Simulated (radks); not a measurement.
Problem. Coherent X-ray form factor from a spherical all-electron density. Method: Dirac Kohn-Sham, exchange-only PBE, spin-unpolarised, spherical densities, finite nucleus; Fermi nuclear charge, rms radius of each element as measured or else 0.836 A^(1/3) + 0.57 fm; computed with a radial shooting solver on a logarithmic mesh with Libxc functionals.

| sin(theta)/lambda (1/angstrom) | f0 (electrons) |
|---|---|
| 0.05 | 48.671 |
| 0.1 | 47.716 |
| 0.15 | 46.228 |
| 0.2 | 44.336 |
| 0.25 | 42.185 |
| 0.3 | 39.908 |
| 0.4 | 35.385 |
| 0.5 | 31.283 |
| 0.6 | 27.763 |
| 0.8 | 22.414 |
| 1 | 18.896 |
| 1.25 | 16.020 |
| 1.5 | 13.780 |
| 2 | 9.870 |

The species is in the configuration that NIST lists as its ground one. Which atom or ion scatters so?

Solution. The cerium ion Ce9+, [Kr] 4d10 5s2 5p1. Extrapolating in s^2 from the first two rows gives f0(0) = 49.0, near the electron count 49; among species with that count, the fall with angle is slower the higher Z, and the table is that of Z = 58; from so few rows the species is fixed only to a neighbour or two.
